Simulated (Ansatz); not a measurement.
W3N3: single points at one geometry.

```yaml
crystal:
  periodic: [false, false, false]
  atoms:
    - {symbol: W, position_ang: [0.528006, 0.859775, 0.058826]}
    - {symbol: W, position_ang: [1.613551, -0.159997, -1.726416]}
    - {symbol: W, position_ang: [-0.346380, -1.220077, 0.989833]}
    - {symbol: N, position_ang: [-1.463424, 1.389591, 0.131955]}
    - {symbol: N, position_ang: [1.138157, -1.168964, -0.200991]}
    - {symbol: N, position_ang: [-1.469920, 0.299682, 0.746793]}
basis:
  gaussian: {orbitals: def2-TZVP, initial_orbitals: start.molden}
magnetization: {spin_polarized: true, initial_magnetization: 1}
hamiltonian: {xc: {name: wB97X-V}}
scf: {omitted_lower_state_checks: [starts]}
output: {orbitals: {seedname: orbitals}}
```

The file start.molden holds the orbitals of an earlier run on this structure, at another level or in another basis.

```sh
$ ansatz run in.yaml --threads 4 --pin off --events-out ev --progress --plain --max-ram 4787MiB
```

Output, abridged:

```
Functional definition: wB97X-V
  name "wB97X-V"
  cite "Mardirossian & Head-Gordon, Phys. Chem. Chem. Phys. 16, 9904 (2014) doi:10.1039/C3CP54374A"
  cite "Becke, J. Chem. Phys. 107, 8554 (1997) doi:10.1063/1.475007"
  cite "Vydrov & Van Voorhis, J. Chem. Phys. 133, 244103 (2010) doi:10.1063/1.3521275"
  parameter omega = 0.3/bohr
  parameter cx = 0.167
  parameter cx1 = 0.603
  parameter cx2 = 1.194
  parameter css0 = 0.556
  parameter css1 = -0.257
  parameter cos0 = 1.219
  parameter cos1 = -1.850
  parameter b = 6.0
  parameter c = 0.01
  exchange = spin_sum(e_x_unif_sr(omega)*poly(b97_u_x, 1 - cx, cx1, cx2)) + cx*exact_x_sr(omega) + exact_x_lr(omega)
  correlation = spin_sum(e_c_pw_same_spin*poly(b97_u_same, css0, css1))
      + integral(e_c_pw_opposite_spin*poly(b97_u_opposite, cos0, cos1)) + vv10(b, c)
these checks for a lower state are left out or cut short: starts
1605 factors; their error is unknown
315 factors; integrals over basis functions are off by at most 5.8e-6 eV
mean field evaluation 1: about -9937.6327 eV, gradient 6.9e0 eV
mean field evaluation 2: about -9937.8708 eV, gradient 4.1e-1 eV
mean field evaluation 4: about -9937.9059 eV, gradient 2.3e-1 eV
mean field evaluation 8: about -9937.9063 eV, gradient 2.3e-4 eV
mean field evaluation 16: about -9937.9063 eV, gradient 8.6e-6 eV
mean field -9937.90625531 eV, -365.2113187278 hartree, gradient 8.6e-6 eV, S^2 2.231178; 0 other end points of the search recorded, 0 dependent functions left out
reference -9937.90625375 eV, -365.2113186703 hartree; 32, 31 occupied and 181, 182 virtual orbitals, 1605 factors
Total energy: -9937.90625375 eV, -365.2113186703 hartree
Checks for a lower state left out: starts
```

Hardware: 4 threads of Arm Neoverse V1 on a shared host. Wall time 1.9 min, peak host memory 1.7 GiB.

As the first input, with `hamiltonian: {xc: {name: CAM-B3LYP}, dispersion: d4}` (abridged; 37 s):

```
Functional definition: CAM-B3LYP
mean field -9936.74348907 eV, -365.1685878568 hartree, gradient 1.6e-5 eV, S^2 2.183715
Total energy: -9937.07063448 eV, -365.1806102288 hartree
Checks for a lower state left out: starts
```

As the first input, with `hamiltonian: {xc: pbe, dispersion: d4}`, `output: {forces: true, orbitals: {seedname: orbitals}}` (abridged; 9.5 s):

```
Functional definition: PBE
mean field -9944.85565514 eV, -365.4667044610 hartree, gradient 2.6e-5 eV, S^2 1.264617
Total energy: -9945.21571071 eV, -365.4799362593 hartree
Atom 0 force    -0.097458    -0.409322    -0.049954 eV/Å
Atom 1 force    -0.239763    -0.047121     0.472082 eV/Å
Atom 2 force    -0.056399     0.276435    -0.023448 eV/Å
Atom 3 force    -0.048192     0.482077    -0.235931 eV/Å
Atom 4 force     0.372694     0.073172    -0.385436 eV/Å
Atom 5 force     0.069118    -0.375240     0.222687 eV/Å
Dipole moment:     0.382969    -0.210358    -0.252484 e Å
Checks for a lower state left out: starts
```

The first input with `hamiltonian: {xc: pbe0, dispersion: d4}` (abridged; 19 s):

```
Functional definition: PBE0
mean field -9938.67011161 eV, -365.2393899290 hartree, gradient 2.1e-5 eV, S^2 2.028438
Total energy: -9938.97694039 eV, -365.2506656787 hartree
Checks for a lower state left out: starts
```

The first input with `gaussian: {orbitals: def2-SVP, initial_orbitals: start.molden}`, `correlation: {method: ccsd_t}`, `scf: {omitted_lower_state_checks: [starts, cluster_reference]}` and without the key `hamiltonian` (abridged; 7.3 min):

```
Functional definition: HF
mean field -9854.33051970 eV, -362.1399670939 hartree, gradient 2.8e-6 eV, S^2 5.802558
3 core orbitals not correlated: weight in the atoms' cores, before any rotation towards them, 1.000 or more for the frozen orbitals, at most 0.000 for the correlated occupied ones
second order -36.09302713 eV of doubles, -0.00000000 eV of singles
cycle   1  -32.10025600 eV  change     4.0e0 eV  update   3.8e-1
cycle   2  -34.67540532 eV  change    -2.6e0 eV  update   1.7e-1
cycle   3  -35.70911761 eV  change    -1.0e0 eV  update   1.4e-1
cycle   4  -36.26833696 eV  change   -5.6e-1 eV  update   8.6e-2
cycle   5  -36.47209895 eV  change   -2.0e-1 eV  update   5.8e-2
cycle   6  -36.67561061 eV  change   -2.0e-1 eV  update   4.0e-2
cycle   7  -36.76880534 eV  change   -9.3e-2 eV  update   3.0e-2
cycle   8  -36.84392843 eV  change   -7.5e-2 eV  update   2.1e-2
cycle   9  -36.89982278 eV  change   -5.6e-2 eV  update   1.5e-2
cycle  10  -36.89112306 eV  change    8.7e-3 eV  update   1.1e-2
[...]
cycle  13  -36.90362200 eV  change    6.1e-3 eV  update   3.8e-3
cycle  14  -36.91605680 eV  change   -1.2e-2 eV  update   2.8e-3
cycle  15  -36.91317815 eV  change    2.9e-3 eV  update   2.0e-3
cycle  16  -36.90859635 eV  change    4.6e-3 eV  update   1.5e-3
cycle  17  -36.90829477 eV  change    3.0e-4 eV  update   1.0e-3
cycle  18  -36.90760306 eV  change    6.9e-4 eV  update   7.3e-4
cycle  19  -36.90950160 eV  change   -1.9e-3 eV  update   5.6e-4
cycle  20  -36.91111842 eV  change   -1.6e-3 eV  update   3.7e-4
cycle  21  -36.91177688 eV  change   -6.6e-4 eV  update   2.7e-4
cycle  22  -36.91203433 eV  change   -2.6e-4 eV  update   1.7e-4
cycle  23  -36.91187035 eV  change    1.6e-4 eV  update   1.1e-4
cycle  24  -36.91167333 eV  change    2.0e-4 eV  update   7.4e-5
cycle  25  -36.91159762 eV  change    7.6e-5 eV  update   4.8e-5
cycle  26  -36.91158624 eV  change    1.1e-5 eV  update   3.3e-5
perturbative correction -2.85139550 eV, -0.1047868517 hartree
Total energy: -9894.09350144 eV, -363.6012297205 hartree
Checks for a lower state left out: starts, cluster_reference
```

The first input with `hamiltonian: {xc: r2scan, dispersion: d4}` (abridged; 21 s):

```
Functional definition: r2SCAN
mean field -9946.07704271 eV, -365.5115896264 hartree, gradient 2.4e-5 eV, S^2 1.995423
Total energy: -9946.14619864 eV, -365.5141310602 hartree
Checks for a lower state left out: starts
```

Geometry: r2SCAN-D4/def2-SVP.

In the def2 sets W takes a core potential; there is no spin–orbit coupling. Correlated methods freeze 3 core orbitals; core or outer-core shells of W are correlated, in sets that lack core-valence functions. At ωB97X-V/def2-TZVP, CAM-B3LYP-D4/def2-TZVP, PBE-D4/def2-TZVP, PBE0-D4/def2-TZVP and others the charge 0 doublet is spin-contaminated (final ⟨S²⟩ up to 5.80, 0.75 for a pure state). At CCSD(T)/def2-SVP T1 of the charge 0 doublet is large (up to 0.107), so the single-reference result is doubtful. No other spin state of charge 0 was run. The geometry of the doublet was relaxed on an unsound state (⟨S²⟩ 1.84, where a pure state has 0.75). Another isomer (doublet) lies 2.53 eV lower at PBE0-D4/def2-TZVP; other spin states weren't run for this one.
